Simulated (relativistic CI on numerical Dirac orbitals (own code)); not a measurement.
## Sc²⁺ in a cubic cluster: 2p photoemission with charge transfer

Computed with a charge-transfer multiplet model of a cubic metal-ligand cluster with up to 2 ligand holes, Slater and spin-orbit integrals from Dirac-Coulomb-Breit ions, Slater integrals scaled by 0.8. The parameters are those of a tetrahedral site (10Dq negative, t2 hopping the larger). The ground state mixes d1 with configurations of k ligand holes L, whose averages lie at kΔ + k(k − 1)U_dd/2; a core hole lowers each added d electron by U_cd. 20 K, Lorentzian 0.6 eV and Gaussian 0.8 eV FWHM.

Atomic integrals in eV (Slater integrals scaled, ζ unscaled), ground: F2dd 4.710, F4dd 2.885, zeta_d 0.008; with the core hole: F2dd 4.710, F4dd 2.885, zeta_d 0.020, zeta_core 3.005, F2cd 4.113, G1cd 2.955, G3cd 1.675. Where a configuration has fewer than two d electrons, the dd integrals are those of d2.

Cluster parameters (eV): Δ = 5.4, U_dd = 5.1, U_cd = 5.7, 10Dq(ligand) = 0, V(eg) = 0.82, V(t2g) = -1.4, final-state hopping factor = 1.

| Case | n_d | d1 | d2L | d3L2 | S |
| --- | --- | --- | --- | --- | --- |
| 10Dq = -1.25 eV | 1.28 | 0.74 | 0.25 | 0.02 | 0.50 |
| 10Dq = -0.95 eV | 1.28 | 0.73 | 0.25 | 0.02 | 0.50 |
| 10Dq = -0.35 eV | 1.29 | 0.73 | 0.25 | 0.02 | 0.50 |

Weights, n_d and S are thermal averages at 20 K. Binding energies count from the first peak over 30 % of the highest in each spectrum, which can be another peak from case to case. The parameters are a model scan and need not match a compound or its usual spin state. Peaks in eV (height, largest 100):
- 10Dq = -1.25 eV: 0.0 (100), 5.0 (49), 6.9 (32), 11.7 (13)
- 10Dq = -0.95 eV: 0.0 (100), 4.9 (49), 6.8 (33), 11.6 (13)
- 10Dq = -0.35 eV: 0.0 (100), 4.9 (48), 6.7 (34), 11.6 (14)

Curve for 10Dq = -1.25 eV (points under 2 left out, the grid thinned):

```
E (eV)  Intensity
  -3.3        2.0
  -2.9        2.6
  -2.5        3.5
  -2.1        5.1
  -1.7        8.2
  -1.3       16.2
  -0.9       37.4
  -0.5       73.8
  -0.2       95.5
   0.2       95.9
   0.6       69.4
   1.0       38.7
   1.4       23.0
   1.8       18.1
   2.2       15.9
   2.6       15.6
   3.0       16.2
   3.4       18.1
   3.8       23.8
   4.2       33.8
   4.6       44.5
   5.0       48.6
   5.3       44.4
   5.7       33.5
   6.1       27.7
   6.5       29.9
   6.9       32.2
   7.3       28.5
   7.7       19.8
   8.1       12.1
   8.5        8.2
   8.9        6.6
   9.3        5.9
   9.7        5.3
  10.1        4.5
  10.5        4.6
  10.9        6.7
  11.2        9.7
  11.6       13.1
  12.0       11.9
  12.4        7.7
  12.8        4.3
  13.2        2.7
  13.6        2.3
  14.0        2.0
```

For the case 10Dq = -0.35 eV, Δ = 5.4 eV is larger than U_dd = 5.1 eV, the Mott-Hubbard side of the Zaanen-Sawatzky-Allen scheme. With the core hole the average of the configuration with one ligand hole lies at Δ − U_cd = -0.3 eV before mixing: the effective hopping of about 3.6 eV (from the holes of the mixed ground state) is comparable with this gap or larger, so the configurations mix strongly.
